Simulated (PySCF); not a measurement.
This PySCF input asks for the NMR shieldings of `InChI=1S/B2F2H4P2/c3-1(4)2(5)6/h5-6H2`; the geometry comes from GFN2-xTB.

```python
import basis_set_exchange as bse
import numpy as np
from pyscf import gto, dft
from pyscf.prop import nmr

atoms = """
F    -0.778424    1.787257    1.649283
B    -0.460752    1.579376    0.374203
F    -0.584445    2.688647   -0.341982
B     0.023657    0.098515   -0.211016
P    -1.192184   -1.059243   -1.059143
P     1.845701   -0.329111   -0.397461
H    -0.770645   -2.292747   -0.589067
H    -2.288211   -0.960070   -0.220915
H     1.855494   -1.662341   -0.019249
H     2.358693    0.154372    0.792819
"""
names = dict.fromkeys(["F", "B", "P", "H"], "pcSseg-1")
basis = {el: gto.basis.parse(bse.get_basis(n, elements=[el], fmt="nwchem")) for el, n in names.items()}
mol = gto.M(atom=atoms, basis=basis, charge=0, verbose=0)
mf = dft.RKS(mol, xc="PBE0")
mf.grids.level = 2
mf.grids.alignment = dft.numint.BLKSIZE   # the property module wants whole blocks of grid points
mf.conv_tol = 1e-9
mf.kernel()

calc = nmr.RKS(mf)   # GIAO
C = mf.mo_coeff
Co = C[:, mf.mo_occ > 0]
resp = mf.gen_response(singlet=True, hermi=2)
def vind(x):   # induced exchange potential for any number of trial vectors
    d = np.einsum("pi,xij,qj->xpq", C, 2 * x.reshape(-1, C.shape[1], Co.shape[1]), Co, optimize=True)
    return np.einsum("xpq,pi,qj->xij", resp(d - d.transpose(0, 2, 1)), C, Co, optimize=True).ravel()
mo1, _ = nmr.rhf.solve_mo1(calc, with_cphf=vind)
sigma = calc.kernel(mo1)
for i, s in enumerate(sigma):   # ppm
    w = np.linalg.eigvalsh((s + s.T) / 2)
    print("%2d %-2s iso %8.1f  s11 %8.1f  s22 %8.1f  s33 %8.1f" % (i, mol.atom_pure_symbol(i), w.mean(), *w))
```

**Question.** What are the results?

**Answer.** 
```
 0 F  iso    215.0  s11     32.7  s22    251.9  s33    360.5
 1 B  iso     67.1  s11     30.1  s22     79.2  s33     92.1
 2 F  iso    207.4  s11     22.2  s22    244.2  s33    355.7
 3 B  iso      2.8  s11    -97.0  s22    -49.0  s33    154.5
 4 P  iso    482.2  s11    357.2  s22    491.9  s33    597.4
 5 P  iso    482.3  s11    357.8  s22    491.6  s33    597.7
 6 H  iso     28.4  s11     23.5  s22     27.2  s33     34.5
 7 H  iso     28.3  s11     23.9  s22     26.2  s33     34.7
 8 H  iso     28.4  s11     23.5  s22     27.2  s33     34.4
 9 H  iso     28.3  s11     23.9  s22     26.2  s33     34.7
```

These numbers come from an equivalent density-fitted implementation of the same equations, which agrees with the script to about 0.01 ppm for H and up to a few tenths of a ppm for heavy atoms, so last digits may differ.

Size and cost of the density-fitted run: 136 basis functions, 38 s wall time on 1 thread of an Intel Xeon, shared host; peak memory 0.66 GiB.
